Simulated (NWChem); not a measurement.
# H3BO2; SMILES OBO

```xyz
6

B     -0.4792    -0.0187     0.0000
H     -1.6898    -0.0175     0.0000
O      0.1518    -1.2138     0.0000
H      1.1112    -1.1094     0.0000
O      0.2559     1.1264     0.0000
H     -0.2868     1.9193     0.0000
```
Atoms are numbered in this order, from 1.

Geometry: optimised at PBE0/def2-SVP.

Symmetry labels are those of Cs in the frame above (b1 and b2, or b-type labels, depend on it).

Question: List the 4 lowest vertical singlet excitations from BHandHLYP/def2-SVP, full TDDFT (NWChem).

Answer: 
```json
[
 {"state": "S1", "energy (eV)": "9.35", "oscillator strength": "0.027", "symmetry": "a\"", "leading excitation (squared amplitude)": "HOMO−1 → LUMO (0.97)"},
 {"state": "S2", "energy (eV)": "9.60", "oscillator strength": "0.001", "symmetry": "a\"", "leading excitation (squared amplitude)": "HOMO → LUMO+1 (0.85)"},
 {"state": "S3", "energy (eV)": "10.02", "oscillator strength": "0.033", "symmetry": "a\"", "leading excitation (squared amplitude)": "HOMO → LUMO+2 (0.80)"},
 {"state": "S4", "energy (eV)": "10.04", "oscillator strength": "0.054", "symmetry": "a'", "leading excitation (squared amplitude)": "HOMO−1 → LUMO+1 (0.46)"}
]
```
